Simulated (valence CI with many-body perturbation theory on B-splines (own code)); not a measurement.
Pd39+: calculated level list

Calculated by valence CI with perturbative core correlation (CI+MBPT): five valence electrons over a frozen Dirac-Fock core [He], radial functions for each j: 9 s, 9 p, 8 d, 6 f, 3 g, 1 h, with the one-electron correlation potential Σ1 (screened to all orders), the two-electron term Σ2, the three-electron term Σ3, Breit, model QED; selected single and double excitations, second order for the rest, scaled by the run's own slope (own B-spline code, finite nucleus).

The last digits are not significant, and no measured levels were compared; by estimate large intervals hold to a few tenths of a per cent, small ones and those within an open d or f shell to about a per cent. Among the levels kept, up to 3500 cm⁻¹ of a level comes from second order outside the variational space, and about a tenth of that is noise between levels of different J, which matters for small intervals.

Levels 1 to 45 of 61, with energies above the lowest level, (2s^2 2p1/2^2 2p3/2) J=3/2. "Leading %" is the weight of the configuration and term that name the level; weights of strongly mixed levels are sums over their largest components and can fall short, so below about 35 % the name and the second component can differ from the true leading terms, or belong to a minority configuration. In the jj column 3d3/2^4 stands for four electrons in 3d with j = 3/2. Lifetimes count E1, E2, E3, M1 and M2 decay at the calculated energies, and are blank where another channel may lead or the interval is too uncertain; long ones can be off by a factor of two.

| No. | Configuration | Term | J | E (Ry) | Leading % | Lifetime | Leading jj | g |
| --- | --- | --- | --- | --- | --- | --- | --- | --- |
| 1 | 2s2 2p3 | 2P° | 3/2 | 0.00 | 44 |  | 2s^2 2p1/2^2 2p3/2 (99 %) | 1.402 |
| 2 | 2s2 2p3 | 4S° | 3/2 | 11.18 | 52 | 26.5 ns | 2s^2 2p1/2 2p3/2^2 (99 %) | 1.424 |
| 3 | 2s2 2p3 | 2D° | 5/2 | 12.46 | 100 | 150 ns | 2s^2 2p1/2 2p3/2^2 (100 %) | 1.186 |
| 4 | 2s2 2p3 | 2P° | 1/2 | 14.24 | 99 | 33.5 ns | 2s^2 2p1/2 2p3/2^2 (99 %) | 0.648 |
| 5 | 2s 2p4 | 4P | 5/2 | 24.04 | 80 | 12.2 ps | 2s 2p1/2^2 2p3/2^2 (98 %) | 1.505 |
| 6 | 2s2 2p3 | 2P° | 3/2 | 25.48 | 55 | 12.2 ns | 2s^2 2p3/2^3 (98 %) | 1.271 |
| 7 | 2s 2p4 | 2S | 1/2 | 28.01 | 54 | 3.31 ps | 2s 2p1/2^2 2p3/2^2 (95 %) | 2.195 |
| 8 | 2s 2p4 | 2D | 3/2 | 28.11 | 35 | 2.10 ps | 2s 2p1/2^2 2p3/2^2 (93 %) | 1.252 |
| 9 | 2s 2p4 | 4P | 3/2 | 36.65 | 69 | 3.61 ps | 2s 2p1/2 2p3/2^3 (95 %) | 1.480 |
| 10 | 2s 2p4 | 2D | 5/2 | 38.62 | 79 | 3.82 ps | 2s 2p1/2 2p3/2^3 (98 %) | 1.269 |
| 11 | 2s 2p4 | 2P | 1/2 | 40.64 | 56 | 1.45 ps | 2s 2p1/2 2p3/2^3 (91 %) | 1.473 |
| 12 | 2s 2p4 | 2P | 3/2 | 41.51 | 56 | 1.36 ps | 2s 2p1/2 2p3/2^3 (98 %) | 1.096 |
| 13 | 2s 2p4 | 2P | 1/2 | 53.15 | 39 | 1.52 ps | 2s 2p3/2^4 (94 %) | 1.628 |
| 14 | 2p5 | 2P° | 3/2 | 55.78 | 99 | 1.31 ps | 2p1/2^2 2p3/2^3 (99 %) | 1.321 |
| 15 | 2p5 | 2P° | 1/2 | 68.19 | 99 | 1.00 ps | 2p1/2 2p3/2^4 (99 %) | 0.648 |
| 16 | 2s2 2p2 3s | 4P | 1/2 | 238.02 | 51 | 42.5 fs | 2s^2 2p1/2^2 3s (98 %) | 2.039 |
| 17 | 2s2 2p2 3p | 4D° | 1/2 | 241.92 | 41 | 4.17 ps | 2s^2 2p1/2^2 3p1/2 (98 %) | 0.661 |
| 18 | 2s2 2p2 3p | 2P° | 3/2 | 246.01 | 28 | 3.46 ps | 2s^2 2p1/2^2 3p3/2 (98 %) | 1.336 |
| 19 | 2s2 2p2 3s | 4P | 3/2 | 249.45 | 87 | 48.2 fs | 2s^2 2p1/2 2p3/2 3s (97 %) | 1.662 |
| 20 | 2s2 2p2 3s | 2P | 1/2 | 249.90 | 68 | 27.4 fs | 2s^2 2p1/2 2p3/2 3s (99 %) | 1.289 |
| 21 | 2s2 2p2 3d | 4F | 3/2 | 249.97 | 36 | 33.1 fs | 2s^2 2p1/2^2 3d3/2 (97 %) | 0.795 |
| 22 | 2s2 2p2 3s | 2D | 5/2 | 250.45 | 55 | 22.3 fs | 2s^2 2p1/2 2p3/2 3s (93 %) | 1.345 |
| 23 | 2s2 2p2 3s | 2D | 3/2 | 250.81 | 60 | 28.6 fs | 2s^2 2p1/2 2p3/2 3s (99 %) | 1.001 |
| 24 | 2s2 2p2 3d | 2D | 5/2 | 251.54 | 29 | 7.36 fs | 2s^2 2p1/2^2 3d5/2 (92 %) | 1.206 |
| 25 | 2s2 2p2 3p | 4P° | 1/2 | 253.33 | 44 | 5.03 ps | 2s^2 2p1/2 2p3/2 3p1/2 (99 %) | 1.696 |
| 26 | 2s2 2p2 3p | 4D° | 3/2 | 253.69 | 55 | 5.79 ps | 2s^2 2p1/2 2p3/2 3p1/2 (99 %) | 1.148 |
| 27 | 2s2 2p2 3p | 2F° | 5/2 | 254.45 | 42 | 4.35 ps | 2s^2 2p1/2 2p3/2 3p1/2 (98 %) | 1.102 |
| 28 | 2s2 2p2 3p | 2P° | 3/2 | 255.86 | 38 | 948 fs | 2s^2 2p1/2 2p3/2 3p1/2 (96 %) | 1.378 |
| 29 | 2s2 2p2 3p | 4D° | 5/2 | 256.93 | 51 | 1.91 ps | 2s^2 2p1/2 2p3/2 3p3/2 (95 %) | 1.428 |
| 30 | 2s2 2p2 3p | 4P° | 1/2 | 257.24 | 37 | 3.45 ps | 2s^2 2p1/2 2p3/2 3p3/2 (98 %) | 1.691 |
| 31 | 2s2 2p2 3p | 2D° | 3/2 | 257.62 | 50 | 3.08 ps | 2s^2 2p1/2 2p3/2 3p3/2 (98 %) | 1.195 |
| 32 | 2s2 2p2 3p | 2F° | 7/2 | 258.06 | 58 | 5.04 ps | 2s^2 2p1/2 2p3/2 3p3/2 (99 %) | 1.252 |
| 33 | 2s2 2p2 3p | 2P° | 3/2 | 258.43 | 41 | 415 fs | 2s^2 2p1/2 2p3/2 3p3/2 (92 %) | 1.375 |
| 34 | 2s2 2p2 3p | 2D° | 5/2 | 259.06 | 53 | 762 fs | 2s^2 2p1/2 2p3/2 3p3/2 (92 %) | 1.201 |
| 35 | 2s2 2p2 3p | 2P° | 1/2 | 259.89 | 83 | 611 fs | 2s^2 2p1/2 2p3/2 3p3/2 (96 %) | 0.678 |
| 36 | 2s 2p3 3s | 6S° | 5/2 | 260.53 | 43 | 123 fs | 2s 2p1/2^2 2p3/2 3s (83 %) | 1.700 |
| 37 | 2s2 2p2 3d | 4F | 3/2 | 261.46 | 42 | 16.4 fs | 2s^2 2p1/2 2p3/2 3d3/2 (97 %) | 0.936 |
| 38 | 2s2 2p2 3d | 4F | 5/2 | 261.60 | 55 | 36.6 fs | 2s^2 2p1/2 2p3/2 3d3/2 (96 %) | 0.978 |
| 39 | 2s2 2p2 3d | 4D | 1/2 | 261.67 | 80 | 32.9 fs | 2s^2 2p1/2 2p3/2 3d3/2 (99 %) | 0.226 |
| 40 | 2s 2p3 3s | 4S° | 3/2 | 261.79 | 38 | 34.8 fs | 2s 2p1/2^2 2p3/2 3s (89 %) | 1.572 |
| 41 | 2s2 2p2 3d | 4F | 7/2 | 262.27 | 66 | 195 fs | 2s^2 2p1/2 2p3/2 3d5/2 (70 %) | 1.207 |
| 42 | 2s2 2p2 3d | 2F | 7/2 | 262.48 | 42 | 1.12 ps | 2s^2 2p1/2 2p3/2 3d3/2 (61 %) | 1.172 |
| 43 | 2s2 2p2 3s | 4P | 5/2 | 262.58 | 32 | 7.72 fs | 2s^2 2p3/2^2 3s (56 %) | 1.368 |
| 44 | 2s2 2p2 3s | 4P | 5/2 | 262.87 | 22 | 7.94 fs | 2s^2 2p3/2^2 3s (35 %) | 1.249 |
| 45 | 2s2 2p2 3d | 4D | 3/2 | 262.91 | 34 | 9.08 fs | 2s^2 2p1/2 2p3/2 3d5/2 (62 %) | 1.139 |

The ionisation energy to 2s2 2p2 3P_0 of the next ion comes out as 5879.1 eV (NIST: 5880 ± 40 eV (semi-empirical)). All 61 levels together are meant to be complete up to 267.92 Ry.
